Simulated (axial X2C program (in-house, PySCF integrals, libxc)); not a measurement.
## Spin–orbit effects down a group: molecules with N (ions), PBE0

Calculated with an in-house all-electron X2C program for linear molecules (integrals from PySCF), spin-free (one-electron X2C) or two-component (2c: spin–orbit coupling with atomic mean-field Coulomb and Gaunt terms, which also bring small scalar terms), in Dyall basis sets with cores contracted in-house; open shells are unrestricted.

Basis sets: C dyall-av3z, Ge dyall-acv3z, N dyall-av3z, Si dyall-av3z.

```csv
molecule,spin-free state,Re (Å),ωe (cm⁻¹),De (eV),2c state,Re 2c (Å),ωe 2c (cm⁻¹),De 2c (eV)
CN⁻,"M_S = 0, Λ = 0",1.171,2148.4,10.20,Ω = 0,1.171,2148.4,10.21
SiN⁻,"M_S = 0, Λ = 0",1.586,1197.1,5.70,Ω = 0,1.587,1197.1,5.70
GeN⁻,"M_S = 0, Λ = 0",1.664,1000.3,4.81,Ω = 0,1.664,999.6,4.80
```

**Question.** Work out the shifts from the spin-free to the two-component result.

**Answer.** 

```tsv
molecule	2c state	ΔRe (Å)	Δωe (cm⁻¹)	ΔDe (eV)
CN⁻	Ω = 0	0.000	0.0	0.01
SiN⁻	Ω = 0	0.001	0.0	0.00
GeN⁻	Ω = 0	0.000	-0.7	-0.01
```

Shifts of one unit in the last digit are rounding.

Fragments in 2c: N + C-, Si- + N, Ge- + N. Each entry is the lowest single determinant of a limited PBE0 search at one distance. De goes to single-determinant-based atoms at the same level (for ions the charge split of lowest energy) and is withheld (n/a) where an atom does not fit its ground term or J level. Main or longest-lived isotopes. The functionals have no current term, which raises determinants with orbital currents.
